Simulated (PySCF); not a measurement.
C5F7, SMILES C1(F)C([C](F)C(F)(F)C=1F)(F)F, multiplicity 2. Geometry optimised at PBE0-D3(BJ)/def2-SVP. The isomer is the one that the SMILES or the coordinates give; other isomers of the formula were not compared. The values are those of a single conformer.

Computed equilibrium geometry at PBE0-D3(BJ)/def2-SVP (PySCF confirms it by a frequency run) as bond lengths and angles, and its point group (one conformer of several):
point group Cs.
Atoms: F1 C2 C3 F4 F5 C6 F7 C8 F9 C10 F11 F12. Bonds (Å): F1–C2 1.308, C2–C3 1.496, C2–C10 1.496, C3–F4 1.352, C3–F5 1.349, C3–C6 1.504, C6–F7 1.307, C6–C8 1.337, C8–F9 1.307, C8–C10 1.504, C10–F11 1.349, C10–F12 1.352. Angles (°): F1–C2–C3 120.7, F1–C2–C10 120.7, C3–C2–C10 111.5, C2–C3–F4 112.1, C2–C3–F5 113.6, C2–C3–C6 101.5, F4–C3–F5 106.3, F4–C3–C6 111.9, F5–C3–C6 111.6, C3–C6–F7 120.4, C3–C6–C8 112.2, F7–C6–C8 127.4, C6–C8–F9 127.4, C6–C8–C10 112.2, F9–C8–C10 120.4, C2–C10–C8 101.5, C2–C10–F11 113.6, C2–C10–F12 112.1, C8–C10–F11 111.6, C8–C10–F12 111.9, F11–C10–F12 106.3.
Charge 0, spin multiplicity 2.
